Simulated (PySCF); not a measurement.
## Ionising SiTe

PBE0; Si x2c-SVPall, Te x2c-SVPall; spin-free X2C with a Gaussian nucleus (PySCF 2.14). Neutral (UKS): singlet (closed shell), Re = 2.271 Å, ωe = 504 cm⁻¹, De = 4.65 eV, HOMO -7.22 eV, LUMO -2.51 eV.

SiTe⁺ (UKS): doublet (π ↑), Re = 2.416 Å, ωe = 406 cm⁻¹, De = 3.63 eV to Si⁺ + Te. The energies at the minima are -7082.52124 hartree for SiTe and -7082.18244 for SiTe⁺.

Q: Work out the adiabatic ionisation energy, without and with harmonic zero-point energies (1 hartree = 27.2114 eV, 1 eV = 8065.5 cm⁻¹), and the change of the bond length.

A: At PBE0: 0.33880 hartree = 9.219 eV between the minima; the zero-point term (406.0 − 504.0)/2 cm⁻¹ = -0.006 eV makes it 9.213 eV. Re changes by +14.5 pm against the neutral. Minus the HOMO energy is 7.22 eV, -2.00 eV from the value between the minima; self-interaction puts the Kohn–Sham level too high, less so with exact exchange. The electron leaves a π orbital, and the longer bond of the ion fits a bonding orbital, or a change in how ionic the bond is.

These are scalar-relativistic numbers at best; spin–orbit coupling would shift them, the dissociation energy most. For an ion De counts to the pair picked by the measured ionisation energies or electron affinities, which need not be the lowest pair at this level. States were picked by a PBE0 search and need not be the measured ground states.
